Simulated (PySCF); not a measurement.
All values below come from PBE-D3(BJ)/def2-TZVP (PySCF 2.14.0). Gas-phase values, no solvent. One relaxed conformer stands for a flexible species; it need not be the lowest. Excitations are Tamm–Dancoff values on a coarser integration grid. The basis has no diffuse functions, so Rydberg states are missing or too high.

Reference species (SMILES): `[H]/N=C1/NCO1` (neutral, multiplicity 1).

```
Property                  Value
----------------------  -------
T1 excitation (TDA)     5.36 eV
S1 excitation (TDA)     6.16 eV
S1 oscillator strength    0.003
```

Changed species: `O=CN/C=N/[H]` (N–C–N–C torsion 0°, C–N–C–O torsion 0°).

### Question
Predict the effect on the T1 excitation (TDA), S1 excitation (TDA) and S1 oscillator strength.

### Answer
the T1 excitation (TDA) falls by 1.76 eV, to 3.60 eV; the S1 excitation (TDA) falls by 2.10 eV, to 4.06 eV; the S1 oscillator strength stays essentially unchanged.
